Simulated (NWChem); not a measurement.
System meant: AlH3Se; SMILES [SeH][AlH2]

NWChem input:

```
start job
memory heap 200 mb stack 900 mb global 1100 mb
geometry units angstroms noautoz
  Al    -0.139618     1.634932     0.070802
  H     -1.358456     2.478971    -0.482126
  H      1.292912     2.226464     0.395690
  Se    -0.532195    -0.637179     0.414725
  H      0.847956    -0.886969     0.895791
end
basis spherical
  Al library def2-svp
  H library def2-svp
  Se library def2-svp
end
dft
  xc xpbe96 cpbe96
  iterations 4
  mulliken
end
task dft energy
```

End of the output:

```
    Atom       Charge   Shell Charges
 -----------   ------   -------------------------------------------------------
    1 Al  13    12.73   2.00  1.94  0.68  0.33  5.80  0.95  0.83  0.19
    2 H    1     1.12   0.62  0.49  0.01
    3 H    1     1.13   0.62  0.49  0.01
    4 Se  34    34.03   2.00  2.00  1.96  1.09  0.63  5.99  5.80  2.05  2.46  7.82  2.04  0.20
    5 H    1     0.99   0.59  0.34  0.06

 center of mass
 --------------
 x =  -0.03095474 y =  -0.17672217 z =   0.00000000

 moments of inertia (a.u.)
 ------------------
         435.301135367710          -0.000000000000           0.000000000000
          -0.000000000000          21.929542633731           0.000000000000
           0.000000000000           0.000000000000         457.230678001442

     Multipole analysis of the density
     ---------------------------------

     L   x y z        total         alpha         beta         nuclear
     -   - - -        -----         -----         ----         -------
     0   0 0 0     -0.000000    -25.000000    -25.000000     50.000000

     1   1 0 0      0.220667      0.110334      0.110334     -0.000000
     1   0 1 0      0.144034      0.072017      0.072017      0.000000
     1   0 0 1     -0.000000     -0.000000     -0.000000      0.000000

     2   2 0 0    -25.203367    -23.428274    -23.428274     21.653180
     2   1 1 0     -0.720164      0.823653      0.823653     -2.367470
     2   1 0 1      0.000000      0.000000      0.000000      0.000000
     2   0 2 0    -25.815018   -125.469224   -125.469224    225.123431
     2   0 1 1      0.000000      0.000000      0.000000      0.000000
     2   0 0 2    -23.985021    -11.992511    -11.992511      0.000000

 ------------------------------------------------------------------------
 dft energy failed                                                                                  0
 ------------------------------------------------------------------------
 ------------------------------------------------------------------------
  current input line :
    20: task dft energy
 ------------------------------------------------------------------------
 ------------------------------------------------------------------------
 This type of error is most commonly associated with calculations not reaching convergence criteria
 ------------------------------------------------------------------------
 For more information see the NWChem manual at https://nwchemgit.github.io

0:dft energy failed:Received an Error in Communication
```

**Question.** What is wrong, and how is it mended?

**Answer.** The run did not converge; its last values are not results. Cause: the SCF was allowed too few iterations. This input runs:
```
start job
memory heap 200 mb stack 900 mb global 1100 mb
geometry units angstroms noautoz
  Al    -0.139618     1.634932     0.070802
  H     -1.358456     2.478971    -0.482126
  H      1.292912     2.226464     0.395690
  Se    -0.532195    -0.637179     0.414725
  H      0.847956    -0.886969     0.895791
end
basis spherical
  Al library def2-svp
  H library def2-svp
  Se library def2-svp
end
dft
  xc xpbe96 cpbe96
  iterations 150
  mulliken
end
task dft energy
```
It converges to -2644.92863 Ha (PBE/def2-SVP).
